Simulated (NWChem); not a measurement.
GaPH₄; SMILES [GaH2][PH2]

```xyz
6

Ga    -0.0133     0.7621     0.0000
H     -0.0607     1.5272    -1.3700
H     -0.0607     1.5272     1.3700
P     -0.0794    -1.5491     0.0000
H      0.8627    -1.7211    -1.0577
H      0.8627    -1.7211     1.0577
```
Atoms are numbered in this order, from 1.

Computed with NWChem. Pople sets run with spherical d functions. Coordinates come from a PBE0/def2-SVP optimisation. Vertical excitations in the gas phase; the lowest state need not have the same character in each row.

For level Hartree-Fock/6-31G*, CIS:

* **lowest excitation, singlet (eV)**: 5.27
* **orbital gap (eV)**: 10.47

Problem. What are these values for level LRC-wPBEh/6-31G*, TDA?

Solution. 
| Property | Result |
|---|---|
| lowest excitation, singlet (eV) | 4.62 |
| orbital gap (eV) | 8.87 |
